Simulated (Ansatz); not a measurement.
`[F][Hf]([F])([Cl])[Cl]`, charge 0, multiplicity 1.

Task: Give a relaxed structure at PBE0-D4/def2-TZVP (the Gaussian-basis code of Ansatz). (An estimate is asked.)

Result: Ansatz gave: 
Z-matrix (Å, degrees):
```
Hf
F 1 1.886
Cl 1 2.331 2 109.4
Cl 1 2.331 2 109.4 3 121.5
F 1 1.886 2 108.3 3 -119.2
```
Point group C2v.
